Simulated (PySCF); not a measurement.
**Computed beside measured shifts**

System: MeOCOCH(CF3)2 (C5H4F6O2), SMILES COC(=O)C(C(F)(F)F)C(F)(F)F.

Atom-mapped SMILES (hydrogens are numbered by the atom that bears them): [CH3:1][O:2][C:3](=[O:4])[CH:5]([C:6]([F:7])([F:8])[F:9])[C:10]([F:11])([F:12])[F:13]

Method: GIAO KT3/pcSseg-2, gas phase, PySCF SCF with an in-house response code, fitting set def2-universal-JFIT, grid level 2, non-relativistic, on the PBE0-D3(BJ)/def2-SVP geometry.

One optimised conformer. Values are averaged over the atoms that symmetry or fast rotation interchanges, on this one geometry and without vibrational averaging. Shifts are the reference shielding less the shielding here, at the same level (13C, 1H against isolated TMS; 19F against isolated CFCl3; 17O against isolated H2O); nuclei without a reference have shieldings only.

(1) What shifts does this level give for O2, O4, and how do they compare with measurement?

Answers

(1) 
```json
{"atom": "O2", "nucleus": "17O", "computed / ppm": "195.5", "measured / ppm": "149.1", "computed less measured": "46.4", "measured against": "D2O (external)", "medium of the measurement": "neat"}
{"atom": "O4", "nucleus": "17O", "computed / ppm": "423.4", "measured / ppm": "375.4", "computed less measured": "48.0", "measured against": "D2O (external)", "medium of the measurement": "neat"}
```

Measured values: 17O NMR survey of organic solvents and oxofluorinated compounds, PMC5915748.
